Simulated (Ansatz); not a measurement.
Isolated molecules relaxed with PBE0-D4/def2-TZVP in Ansatz; ΔE leaves out vibrations. CCSD(T)/CBS is the MP2 limit (def2-TZVPP, def2-QZVPP) plus CCSD(T) − MP2 in def2-TZVPP, frozen cores. Functionals use def2-TZVPP. B3LYP here is the variant with VWN-RPA as its local correlation; programs differ in this. One conformer a species, not always the lowest.

Consider the formal exchange of groups at the Si–C bond: `OC(F)([SiH3])CF` + `CB(N)[SiH3]` → `CB(N)[SiH2][SiH3]` + `OC(F)CF`.

| level | ΔE (kcal/mol) | difference from CCSD(T)/CBS |
| --- | --- | --- |
| PBE-D4 | -11.2 | -2.2 |
| B3LYP-D4 | -8.9 | 0.1 |
| ωB97X-V | -8.9 | 0.1 |
| ωB97M-V | -7.7 | 1.3 |
| B2PLYP | -8.8 | 0.2 |
| PBE | -11.2 | -2.2 |
| r2SCAN | -10.0 | -1.0 |
| B3LYP | -9.1 | -0.1 |
| MP2/def2-TZVPP | -8.8 | 0.2 |
| CCSD/def2-TZVPP | -9.5 | -0.5 |
| CCSD(T)/def2-TZVPP | -9.4 | -0.4 |
| HF/def2-QZVPP | -9.0 | 0.0 |
| MP2/def2-QZVPP | -8.5 | 0.5 |
| SCS-MP2/def2-QZVPP | -8.0 | 1.0 |
| HF/CBS(def2) | -9.0 | 0.0 |
| MP2/CBS(def2) | -8.4 | 0.6 |
| CCSD(T)/CBS | -9.0 | 0 |

Largest T1 diagnostic among the species: 0.013.
